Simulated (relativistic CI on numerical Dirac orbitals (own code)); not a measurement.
Level scheme of Tl62+

Calculated at this level of theory: Dirac-Coulomb-Breit CI, orbitals from a KLI potential per configuration, QED by a radiative potential, unscaled Slater integrals (own radial code, finite nucleus).

CI space (outside the closed core [Ne]): 3s²3p⁶3d, 3s²3p⁵3d², 3s3p⁶3d², 3s²3p⁶4s, 3s²3p⁶4p, 3s²3p⁶4d, 3s²3p⁵3d4s, 3s²3p⁶4f, 3s²3p⁵3d4p, 3s²3p⁵3d4d, 3s3p⁶3d4s, 3s²3p⁵3d4f, 3p⁶3d²4p, 3s3p⁶3d4p, 3s²3p⁶5s, 3s3p⁶3d4d, 3s²3p⁶5p, 3s3p⁶3d4f, 3s²3p⁶5d, 3s²3p⁶5f, 3s²3p⁶5g, 3p⁶3d³, 3p⁵3d⁴, 3p⁵3d³4s, 3p⁶3d²4s, 3p⁵3d²4s², 3p⁶3d²4d, 3p⁵3d³4d, 3p⁵3d²4s4d. Double excitations out of closed p, d and f shells are left out; levels of such configurations are missing from the list, as are those of other unlisted configurations, and high levels can miss mixing partners. These lack a partner that the ground configuration has and come out too high: 3s²3p⁵3d4p, 3s²3p⁵3d4f.

The lowest level is 3s²3p⁶3d ²D3/2, with 100 % of that term; Hund's rules for 3s²3p⁶3d give ²D with J = 3/2, in agreement.

```tsv
No.	Configuration	Term	J	E (eV)	%	Next component (%)	Landé g
1	3s²3p⁶3d	²D	3/2	0.00	100		0.784
2	3s²3p⁶3d	²D	5/2	118.15	100		1.185
3	3p⁵3d²(3F)	⁴D°	3/2	285.75	37	26 ⁴F°	0.940
4	3p⁵3d²(3F)	⁴D°	1/2	289.11	80	18 ²P°	0.150
5	3p⁵3d²(3F)	⁴F°	5/2	293.77	33	24 ²D°	0.995
6	3p⁵3d²(3F)	²G°	7/2	296.00	35	29 ⁴G°	1.008
7	3p⁵3d²(1S)	²P°	3/2	322.96	33	21 ⁴P°	1.316
8	3p⁵3d²(3F)	⁴D°	5/2	396.99	49	21 ²F°	1.245
9	3p⁵3d²(3F)	⁴G°	9/2	401.65	70	20 ²G°	1.160
10	3p⁵3d²(3F)	⁴F°	7/2	405.67	48	28 ⁴D°	1.228
11	3p⁵3d²(3F)	⁴D°	3/2	410.47	48	33 ²D°	1.085
12	3p⁵3d²(3P)	⁴P°	5/2	412.44	41	30 ²F°	1.219
13	3p⁵3d²(1G)	²H°	11/2	413.96	72	28 ⁴G°	1.127
14	3p⁵3d²(3F)	²G°	7/2	415.80	42	31 ²F°	1.085
15	3p⁵3d²(3P)	²S°	1/2	423.73	34	30 ⁴P°	1.620
16	3p⁵3d²(1G)	²F°	7/2	428.52	37	30 ²G°	1.121
17	3p⁵3d²(3P)	⁴D°	5/2	430.58	49	39 ²D°	1.243
18	3p⁵3d²(1G)	²G°	9/2	434.13	63	20 ²H°	1.093
19	3p⁵3d²(3P)	⁴S°	3/2	434.69	36	30 ²D°	1.442
20	3p⁵3d²(3F)	²D°	3/2	455.68	44	25 ⁴F°	0.865
21	3p⁵3d²(1G)	²F°	5/2	463.56	82	10 ²D°	0.870
22	3p⁵3d²(3P)	²P°	1/2	470.80	74	20 ⁴D°	0.632
23	3p⁵3d²(3F)	⁴G°	11/2	519.48	72	28 ²H°	1.207
24	3p⁵3d²(1D)	²D°	5/2	528.76	52	19 ²F°	1.200
25	3p⁵3d²(3F)	⁴F°	9/2	531.78	49	43 ²G°	1.188
26	3p⁵3d²(1D)	²F°	7/2	535.63	51	40 ⁴D°	1.226
27	3p⁵3d²(1D)	²P°	1/2	544.12	59	27 ²S°	1.117
28	3p⁵3d²(3F)	²F°	7/2	561.35	45	31 ⁴D°	1.158
29	3p⁵3d²(1S)	²P°	3/2	571.24	52	27 ²D°	1.265
30	3p⁵3d²(3F)	²D°	5/2	582.69	56	14 ²F°	1.162
31	3p⁵3d²(1S)	²P°	3/2	585.18	59	12 ²D°	1.292
32	3p⁵3d²(3F)	⁴G°	5/2	823.79	48	40 ²F°	0.744
33	3p⁵3d²(1S)	²P°	1/2	872.81	53	34 ⁴D°	0.642
34	3p⁵3d²(3F)	²D°	3/2	876.45	55	26 ⁴F°	0.784
35	3p⁵3d²(3F)	⁴G°	7/2	933.54	49	23 ²G°	1.004
36	3p⁵3d²(3F)	²D°	5/2	936.48	26	23 ⁴F°	1.050
37	3p⁵3d²(3P)	⁴D°	3/2	943.37	40	26 ²D°	1.145
38	3p⁵3d²(3P)	⁴P°	1/2	946.62	47	28 ⁴D°	1.744
39	3p⁵3d²(1G)	²H°	9/2	949.36	53	33 ²G°	1.008
40	3p⁵3d²(3F)	²D°	5/2	980.60	38	23 ⁴D°	1.132
41	3p⁵3d²(1G)	²F°	7/2	983.45	55	25 ²G°	1.106
42	3p⁵3d²(3P)	²P°	3/2	991.27	44	20 ⁴D°	1.318
43	3p⁵3d²(3F)	⁴D°	7/2	1053.91	37	30 ²F°	1.214
44	3p⁵3d²(3F)	²G°	9/2	1062.18	42	21 ⁴G°	1.110
45	3p⁵3d²(1D)	²P°	3/2	1066.02	31	27 ²D°	1.319
```

Energies count from the lowest computed level; ° marks odd parity. Percentages are summed over parent terms; the parents shown are those of the largest component, closed shells are left out there.

The mean weight of the leading LS term, summed over parents, in these 45 levels is 51 %, and that of the leading jj configuration (from the same eigenvectors) 99 %, so jj coupling describes them better and the LS labels are nominal.

At this charge energies of transitions that change n are usually good to better than 1 %, and those within a shell (Δn = 0) to a few per cent.

LS names give the leading component of a level, which can be under half, so a name can repeat, a term be missing and a line seem to break the LS rules.
